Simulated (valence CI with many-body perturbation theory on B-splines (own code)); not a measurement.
Questions on Sm23+

Computed by configuration interaction combined with many-body perturbation theory (CI+MBPT): three valence electrons over a frozen Dirac-Fock core [Kr], radial functions for each j: 7 s, 7 p, 8 d, 6 f, 4 g, 1 h, with the one-electron correlation potential Σ1 (screened to all orders), the two-electron term Σ2, the three-electron term Σ3, Breit, model QED; selected single and double excitations, second order for the rest, scaled by the run's own slope (own B-spline code, finite nucleus).

No measured levels were compared; by estimate terms of the open shell hold to 2 to 4 % of their energy, and close levels can change places. Only levels of the ground parity were solved; by the run's estimate the other parity begins above the list, which can be wrong where configurations are misplaced.

Levels are named by their leading jj configuration (3d3/2^4 stands for four electrons in 3d with j = 3/2), which in mixed levels can hold well under half, so a name can repeat and another be missing.

Rates and lifetimes use the calculated energies. Strong lines usually hold to 10 to 20 %, long lifetimes can be off by a factor of two.

(1) What is the ground level?

(2) What is the ionisation energy?

(3) How well does LS coupling describe the low levels?

Answers

(1) (4d3/2^3) J=3/2, composition 67 % 4d3 4F + 25 % 4d3 2D + 5 % 4d3 2P, g = 0.578.

(2) 742.67 eV; NIST lists 742 ± 4 eV (theoretical).

(3) Among the lowest 19 levels the leading LS term, summed over configurations, holds 68 % on average. For single configurations the figures are 68 % in LS and 84 % in jj coupling. Terms mix most in the J = 9/2 level at 7.456 eV, where the leading one holds 42 %.
